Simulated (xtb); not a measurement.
C$_{4}$H$_{7}$ (SMILES [CH-]1CCC1), charge -1, singlet, at a GFN2-xTB geometry, atoms displaced at random by about 0.02 Å a coordinate. Base run: GFN1-xTB in xtb 6.7.1.

Here is a job for xtb.
```
$ xtb mol.xyz --gfn 1 --chrg -1 --opt --json

# file mol.xyz
11

C      0.04068325     1.08953921    -0.35072780
C      0.02934895    -1.01628162    -0.00313872
C     -1.07164559     0.05975446     0.04901795
C      1.09335204     0.06328891     0.09490525
H      0.03048465     1.94305318     0.36422415
H     -0.04444586    -1.53071729    -0.99562100
H      0.04897462    -1.76981962     0.78751018
H     -1.49914270     0.15945252     1.11885970
H     -1.93317832    -0.08361947    -0.54190257
H      1.53055078     0.11688524     1.09072376
H      1.96276289    -0.07628664    -0.60566216
```

The base run was repeated with changes; each row names its change, and settings that it needs were set with it.

```json
[
 {"change": "base", "ΔE vs base (kcal/mol)": "0.000", "optimiser steps": "11"},
 {"change": "opt level = crude", "ΔE vs base (kcal/mol)": "0.305", "optimiser steps": "4"},
 {"change": "engine = lbfgs", "ΔE vs base (kcal/mol)": "0.000", "optimiser steps": "-"},
 {"change": "alpb = water", "ΔE vs base (kcal/mol)": "___", "optimiser steps": "12"},
 {"change": "opt level = extreme", "ΔE vs base (kcal/mol)": "0.000", "optimiser steps": "14"},
 {"change": "alpb = methanol", "ΔE vs base (kcal/mol)": "___", "optimiser steps": "11"},
 {"change": "engine = inertial", "ΔE vs base (kcal/mol)": "0.019", "optimiser steps": "-"},
 {"change": "opt level = lax", "ΔE vs base (kcal/mol)": "0.003", "optimiser steps": "10"},
 {"change": "opt level = loose", "ΔE vs base (kcal/mol)": "0.009", "optimiser steps": "9"},
 {"change": "opt level = vtight", "ΔE vs base (kcal/mol)": "0.000", "optimiser steps": "13"}
]
```

### Question
What belongs in the gaps?

### Answer

- alpb = water, ΔE vs base (kcal/mol): -50.15
- alpb = methanol, ΔE vs base (kcal/mol): -52.92
